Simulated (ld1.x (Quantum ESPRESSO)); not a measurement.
Before and after: TM potential for osmium

- Element: osmium
- Generator: ld1.x (Quantum ESPRESSO) 7.5
- Type: norm-conserving Troullier–Martins (Kleinman–Bylander form)
- Functional: PBE
- Relativity: scalar-relativistic
- Frozen core: [Xe] 4f14
- Valence charge: 8
- Reference configuration: 5d6 6s1.75 6p0.25
- Partial waves: 6p (bound): rc 3.70 bohr; 5d (bound): rc 1.40 bohr; 6s (bound): rc 2.25 bohr
- Local potential: the s channel
- Core correction: none

Change: wave 6p (bound): rc 3.70 bohr becomes 6p (bound): rc 4.80 bohr.

Cutoffs: the cutoffs (Ry, on a coarse ladder) from which the occupation-weighted sum of valence levels, in a spherical-Bessel basis at the reference potential, stays within 10 and 1 mRy of its value at 400 Ry; they do not see the model core or the augmentation charge, which bear on the density cutoff. Errors are all-electron minus pseudo energies relative to the spin-unpolarised reference configuration.

How do hardness, ghosts and transferability respond?

The potential gets neither clearly harder nor softer (35 Ry and 70 Ry → 35 Ry and 70 Ry); of the 7 tests that both files solve, the error grows in 4 and shrinks in 3 by more than 15 % and 0.3 meV (median size 19.6 → 2.9 meV); neither file shows a bound ghost.

```csv
quantity,base,changed
"cutoff, loose",35 Ry,35 Ry
"cutoff, tight",70 Ry,70 Ry
bound ghosts,none,none
"error for 5d6 6s2 6p0, meV [ΔE -1.23 eV]",+0.6,+1.0
"error for 5d6 6s1 6p0, meV [ΔE 8.35 eV]",-0.1,-2.9
"error for 5d6 6s0 6p0, meV [ΔE 25.26 eV]",+31,+24
"error for 5d6 6s1.5 6p0, meV [ΔE 2.69 eV]",-1.1,-2.0
"error for 5d5 6s2 6p1, meV [ΔE 4.88 eV]",-57,-34
"error for 5d5 6s2 6p0, meV [ΔE 9.85 eV]",-40,-47
"error for 5d5 6s0 6p0, meV [ΔE 54.11 eV]",+20,+2.9
```
